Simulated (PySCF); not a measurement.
A calculated (UHF, PySCF 2.14, cc-pV(D+d)Z, the non-relativistic Hamiltonian (point nucleus)) atom or ion has these occupied shells.

```tsv
shell	electrons	orbital energy (eV)	rms radius, mean of both spins (bohr)
1s	2	-1600.5	0.139
2s	2	-142.05	0.677
2p	6	-95.952	0.674
3s	2	-17.755	2.62
```

(1) Name the element and its charge.

Answers

(1) Al⁺ (aluminium, charge +1), in [Ne] 3s2, closed-shell 1S.
